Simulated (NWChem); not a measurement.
A series in which one site is exchanged, each optimised at PBE0/def2-SVP with NWChem, gas phase unless a solvent is named. All stand in one matching conformer (torsions within 35°), which need not be the lowest. For some, no frequency run checked for a minimum. def2 effective core potentials on Cd; no spin-orbit coupling.

A: [OH][Mg][GeH3] (MgGeH$_{4}$O; site = Mg)
B: [GeH3][Cd][OH] (CdGeH4O; site = Cd)
C: [OH][Zn][GeH3] (ZnGeH4O; site = Zn)
D: [OH][Be][GeH3] (BeGeH$_{4}$O; site = Be)

Q: Rank them by static polarisability, PBE/def2-SVPD (bohr³), lowest first.

A: D (58.8), C (69.2), A (73.6), B (77.7)
